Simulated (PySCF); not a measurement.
H2SSe, SMILES S[SeH]. Geometry optimised at PBE0-D3(BJ)/def2-TZVP.

TDDFT-PBE0/def2-TZVPD (PySCF 2.14.0) puts the lowest singlet excitations at 4.19, 4.51, 5.49, 5.94, 6.20, 6.47 eV.

Problem. What are the lowest excitation roots from ADC(2)/aug-cc-pVDZ in PySCF? (Estimate from the structure and the level; the computed values follow.)

Solution. 4.42, 4.83, 5.50, 5.94, 6.41, 6.73 eV. S1 differs by 0.23 eV (second minus first; roots are paired by order, and the bases may differ).
